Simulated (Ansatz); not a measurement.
LaCl3. Total charge 0; triplet. Geometry PBE-D4/def2-SVP, that of the neutral singlet; atoms count from 1.

```xyz
4

La   -0.4095    0.1400    0.0092
Cl   -0.6152   -2.3054    0.8888
Cl    0.8037    1.7996    1.6121
Cl    0.2211    0.3658   -2.5101
```

In the def2 sets La takes a core potential; there is no spin–orbit coupling. At PBE0-D4/def2-TZVP a singlet of charge 0 lies 4.87 eV below the triplet at the same geometry.

(1) Estimate the Mulliken populations from the PBE0/def2-TZVP orbitals of Ansatz.

(2) Where does the spin sit?

(3) And the Mayer bond orders between bonded heavy atoms (over 0.3)?

## Answers

(1) 
```csv
atom,charge (e),spin (α − β),d electrons
La1,0.81,0.98,1.46
Cl2,-0.27,0.34,–
Cl3,-0.27,0.34,–
Cl4,-0.27,0.34,–
```
Mulliken values and Mayer orders depend strongly on the basis.

(2) Summed by element: La 0.98, Cl 1.02, of 2 unpaired in all. Largest on single atoms: La1 0.98, Cl2 0.34, Cl4 0.34.

(3) La1–Cl2 0.75 (2.61 Å); La1–Cl3 0.74 (2.61 Å); La1–Cl4 0.74 (2.61 Å).
